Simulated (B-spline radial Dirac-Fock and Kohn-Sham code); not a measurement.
**Subshell cross sections of Cu²⁰⁺, photon energy 2620 eV**

System: the Cu²⁰⁺ ion in the configuration [He] 2s2 2p5.

Method: independent-particle photoionisation in a Dirac-Hartree-Slater potential with a Latter tail, all multipoles, thresholds from Dirac-Fock ΔSCF. Computed with a B-spline atomic structure program. The asymmetry parameter β is from the dipole term alone. Kinetic energies are from the vacuum level. Open shells are spread statistically over j, without multiplet splitting.

The last column is dσ/dΩ = σ/(4π) · [1 − (β/2) P₂(cos θ)] at θ = 0° from the beam of unpolarised light.

```
subshell  electrons  binding (eV)  kinetic (eV)  σ (kb)     β  dσ/dΩ (kb/sr)
      2s          2        1946.7         673.3    31.3  2.00            ≈ 0
   2p1/2       1.67        1823.5         796.5    23.3  1.43          0.526
   2p3/2       3.33        1801.4         818.6       ?     ?              ?
```

Q: What are σ and β for 2p3/2?

A: σ = 44.3 kb, the largest of all subshells and 45 % of the total, and β = 1.45, which gives dσ/dΩ = 0.970 kb/sr.
